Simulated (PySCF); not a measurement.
Run record: geometry optimisation, `B/C(F)=C(\Br)CF`.

Computed with PBE0-D3(BJ)/def2-SVP geometry optimisation, gas phase (PySCF 2.14.0). Start geometry: GFN2-xTB. The command runs a driver script over a list of jobs; the input below is this job's line of settings and its coordinates in Å.

Command:
```bash
OMP_NUM_THREADS=1 python probes_run.py task.json out
```

Input:
```
{"job": {"xc": "PBE0", "basis": "def2-SVP", "d3": "d3bj", "grid": 1, "shake": 0.01, "kind": "geom"}, "charge": 0, "multiplicity": 1}
B      2.236160     0.151560     0.044390
C      0.699210     0.408430    -0.134940
F      0.307730     1.611100    -0.678920
C     -0.305950    -0.392250     0.149030
Br    -0.099150    -2.092190     0.908770
C     -1.773340     0.004220    -0.079770
F     -2.538570    -1.084380    -0.368370
H      2.959620     1.015570    -0.328310
H      2.599570    -0.805040     0.538240
H     -1.852160     0.699850    -0.904510
H     -2.195000     0.457280     0.838720
```

Output:
```
step   0  E = -2914.12455551  max force = 0.052542
step   1  E = -2914.12948923  max force = 0.009058
step   2  E = -2914.13049119  max force = 0.005087
step   3  E = -2914.13071229  max force = 0.001806
step   4  E = -2914.13075764  max force = 0.002594
step   5  E = -2914.13086557  max force = 0.001090
step   6  E = -2914.13089422  max force = 0.001179
step   7  E = -2914.13093571  max force = 0.000462
step   8  E = -2914.13095227  max force = 0.000215
step   9  E = -2914.13095479  max force = 0.000139
optimisation converged
```

Energies in Eh; «max force» is the largest Cartesian gradient component in Eh/bohr.

Q: How much energy does the optimisation release, in kcal/mol?

A: E(step 0) − E(last step) = 0.006399 Eh, which is 4.0 kcal/mol.

Q: Give the first gradient maximum in eV/Å.

A: With 1 Eh/bohr = 51.422 eV/Å, 2.702 eV/Å.

Summary of the converged run: final energy -2914.13095 Eh after 9 steps; dipole 0.96 D.

Q: Where do the atoms end?

A: 0.081 Å rms from the input after alignment:
```
atom  x, y, z in Å
B1     2.0857    0.5277    0.4982
C2     0.6588    0.4859   -0.0766
F3     0.3334    1.4602   -0.9572
C4    -0.3301   -0.4126    0.1662
Br5   -0.1257   -1.8388    1.3527
C6    -1.6851   -0.3098   -0.4668
F7    -2.1709   -1.5323   -0.8190
H8     2.8446    1.3677    0.0862
H9     2.4255   -0.2648    1.3347
H10   -1.6177    0.3345   -1.3566
H11   -2.3816    0.1580    0.2540
```

Q: Estimate the wall time. Hardware: one thread of an Arm Neoverse V1, shared host with 32 logical CPUs at a one-minute load of 23. And the peak memory of the process?

A: About 93 s, with 0.53 GiB resident at the peak, the Python interpreter and its libraries included.
Labels such as C1 count atoms from 1, the log's own numbers from 0.
